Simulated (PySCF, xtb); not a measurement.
B(H)2(NHMe) (CH6BN), SMILES BNC.

Harmonic wavenumbers (cm⁻¹) from GFN2-xTB in xtb at its own minimum, in rising order: 170, 395, 436, 763, 862, 881, 995, 1114, 1120, 1177, 1312, 1413, 1476, 1482, 1511, 2612, 2642, 2934, 2957, 3040, 3425.

What does B3LYP-D3(BJ)/def2-TZVP (PySCF) give at its own minimum? (Estimate from the structure and the level; the computed values follow.)

178, 406, 436, 809, 894, 986, 1004, 1152, 1175, 1203, 1345, 1460, 1494, 1496, 1553, 2570, 2648, 3019, 3062, 3123, 3574. Paired by order, the mean absolute difference is 45 cm⁻¹ and the zero-point energies are 46.8 and 48.0 kcal/mol.
